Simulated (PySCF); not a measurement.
Point groups of optimised structures. The calculation used PBE0/pcSseg-1 in PySCF (dipole) on a GFN2-xTB geometry, gas phase. The symmetry is that of the one conformer found, every atom within 0.08 Å of its image; none is proved a minimum here.

(1) What symmetry has `[CH3:1]/[C:2]([SiH3:3])=[C:4](/[Cl:5])[CH2:6][CH:7]([CH3:8])[CH3:9]` with C2–C4–C6–C7 -107°, C4–C6–C7–C8 63°?

(2) Point group, rotor type and polarity of `[SiH3:1][CH2:2][O:3][Si:4]1([Cl:5])[CH:6]=[CH:7][CH:8]=[CH:9]1` with Si1–C2–O3–Si4 180°, C2–O3–Si4–Cl5 180°?

(3) What symmetry has `[CH3:1][C:2]1=[CH:3][P@:4](=[S:5])([CH2:6][OH:7])[CH:8]=[C:9]1[SiH3:10]` with C3–P4–C6–O7 -176°, P4–C6–O7–H -49°?

(4) `[OH:1][Si@H:2]1[CH:3]=[CH:4][Si@@H:5]([CH2:6][Cl:7])[CH:8]=[CH:9]1` with H–O1–Si2–C3 -60°, C4–Si5–C6–Cl7 59°, O1–Si2–C3–C4 100°, C3–C4–Si5–C6 -99°, C4–Si5–C8–C9 -19°, O1–Si2–C9–C8 -100°: symmetry, top, dipole?

## Answers

(1) C1; asymmetric top; symmetry number 1; this conformer is chiral (no improper operation); dipole 1.97 D; A, B, C = 1758, 696.3, 570.5 MHz.

(2) Cs; asymmetric top; symmetry number 1; 2 operations, which sort the 18 atoms into 12 sets; dipole 2.83 D, in the ab plane, which is the mirror; A, B, C = 1397, 630.3, 497.9 MHz.

(3) C1; near-prolate asymmetric top; symmetry number 1; this conformer is chiral (no improper operation); dipole 4.69 D; A, B, C = 1391, 498.0, 467.3 MHz.

(4) Cs; asymmetric top; symmetry number 1; 2 operations, which sort the 18 atoms into 13 sets; dipole 2.86 D, in the ab plane, which is the mirror; A, B, C = 1274, 889.2, 735.7 MHz.
